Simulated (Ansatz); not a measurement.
Gas-phase reaction in SMILES: FC(Cl)(Cl)Cl + 4 [H][H] (H2) -> C (CH4) + 3 Cl (HCl) + F (HF)
Structures are relaxed separately at B3LYP-D3(BJ)/def2-TZVP in Ansatz (an electronic-structure program).
Geometry of the first species:
SMILES: FC(Cl)(Cl)Cl
```xyz
5

F      0.0593    -0.2557     1.5697
C      0.0093    -0.0403     0.2474
Cl     1.5264    -0.6185    -0.4731
Cl    -1.3746    -0.9350    -0.4150
Cl    -0.1864     1.7031    -0.0302
```
Charge 0, spin multiplicity 1.

Wanted: energy of full hydrogenation (electronic energy difference), in kcal/mol. Cores are frozen in the correlated levels unless marked. No spin-orbit coupling. No relativistic terms. Basis-set limits of correlation are two-point, X^-3; Hartree-Fock from the larger set.

| level | program | energy of full hydrogenation (kcal/mol) |
|---|---|---|
| HF/6-31G | Ansatz | -118.0 |
| revPBE-D3(BJ)/def2-TZVPD | Ansatz + dftd3 | -83.4 |
| PBE0-D4/def2-TZVP | Ansatz + dftd4 | -88.5 |
| PBE0/def2-TZVP | Ansatz | -91.2 |
| PBE-QIDH/def2-TZVPD | Ansatz | -94.1 |
| MP2/6-31G | Ansatz | -89.6 |
| MP2/CBS(cc-pV(T+d)Z,cc-pV(Q+d)Z) | Ansatz | -91.8 |

Estimate the value at CCSD(T)/CBS(cc-pV(T+d)Z,cc-pV(Q+d)Z) as computed with Ansatz.

-94.6 kcal/mol
